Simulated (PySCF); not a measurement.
BeH2O2, SMILES [OH][Be][OH].

The structure is a stationary point at B3LYP-D3(BJ)/def2-TZVP. One conformer was computed; it need not be the lowest.

These are PBE0/def2-TZVPD (PySCF) values and carry that method's errors.

Isolated molecule, no solvent.

Computed frontier levels, gap, dipole moment and polarisability:
```json
{
 "highest_occupied_level": "-9.03 eV",
 "lowest_empty_level": "-0.54 eV",
 "orbital_gap": "8.49 eV",
 "dipole_moment": "0.334 e·Å",
 "quadrupole, principal values (traceless, Buckingham form, about the centre of nuclear charge)": "-6.75, -0.18, 6.93 D·Å",
 "mean_static_polarisability": "23.6 bohr³ (3.50 Å³)",
 "polarisability_principal_values": "21.1, 21.1, 28.5 bohr³"
}
```
